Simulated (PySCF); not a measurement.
# [Eu(H2O)8]3+ at several levels of theory

Computed with PySCF 2.14.0 (density fitting, no spin-orbit coupling) at the geometry relaxed with TPSS:

```xyz
25
[Eu(H2O)8]3+ (singlet in the valence; each metal's 4f electrons, 6 of them, lie in its core potential, out of spins and levels)
Eu    0.0000    0.0000    0.0005
O     2.0702   -0.0084    1.3440
H     2.2677   -0.5812    2.1160
H     2.8758    0.5390    1.2233
O     0.0084    2.0702    1.3440
H     0.5812    2.2677    2.1160
H    -0.5390    2.8758    1.2233
O    -2.0702    0.0084    1.3440
H    -2.2677    0.5812    2.1160
H    -2.8758   -0.5390    1.2233
O    -0.0084   -2.0702    1.3440
H    -0.5812   -2.2677    2.1160
H     0.5390   -2.8758    1.2233
O     1.4713    1.4566   -1.3434
H     1.6551    2.4131   -1.2249
H     2.0153    1.1889   -2.1152
O    -1.4566    1.4713   -1.3434
H    -2.4131    1.6551   -1.2249
H    -1.1889    2.0153   -2.1152
O    -1.4713   -1.4566   -1.3434
H    -1.6551   -2.4131   -1.2249
H    -2.0153   -1.1889   -2.1152
O     1.4566   -1.4713   -1.3434
H     2.4131   -1.6551   -1.2249
H     1.1889   -2.0153   -2.1152
```

| level | basis | state | HOMO (eV) | gap (eV) | charge on Eu1 (e) | population of f-type functions on Eu1 (polarisation alone where 4f lies in the core) | dipole about the centre of mass (D) | largest force component (eV/Å) |
| --- | --- | --- | --- | --- | --- | --- | --- | --- |
| TPSS | Eu lcecp-1-SVP with ECP52, O def2-SVP, H def2-SVP | singlet | -19.34 | 7.13 | 0.83 | 0.06 | 0.01 | 0.01 |
| M06-L | the same | singlet | -19.72 | 7.54 | 1.18 | 0.06 | 0.02 | 0.45 |
| TPSS | Eu lcecp-1-TZVP with ECP52, O def2-TZVP, H def2-TZVP | singlet | -19.49 | 7.15 | 1.74 | 0.09 | 0.01 | 0.33 |

In the lcecp rows the 4f levels are missing from HOMO and gap, and the state counts the valence alone.

Charges are Mulliken's, which hang on the basis. The relaxation used the grid (50, 194), these runs (75, 302) or, all-electron (x2c bases, spin-free X2C Hamiltonian), (99, 590).

Question: A further run in the first row's basis gives HOMO (eV) -19.17, gap (eV) 6.84, charge on Eu1 (e) 0.78, population of f-type functions on Eu1 (polarisation alone where 4f lies in the core) 0.07, dipole about the centre of mass (D) 0.01, largest force component (eV/Å) 0.11. Which level was it?
A. TPSSh
B. revPBE
C. wB97X

Answer: B. The others give HOMO -23.73 eV (wB97X); -20.09 eV (TPSSh).

In the first row's basis the gap widens with exact exchange: 6.8 to 7.5 eV for revPBE, TPSS, M06-L (none); 8.2 eV for TPSSh (a fixed share); 14.4 eV for wB97X (rising or full at long range).

No frequency check is given that shows the relaxed geometry to be a minimum. An lcecp potential fixes the number of 4f electrons, so in runs with it no electron can move into or out of that shell.
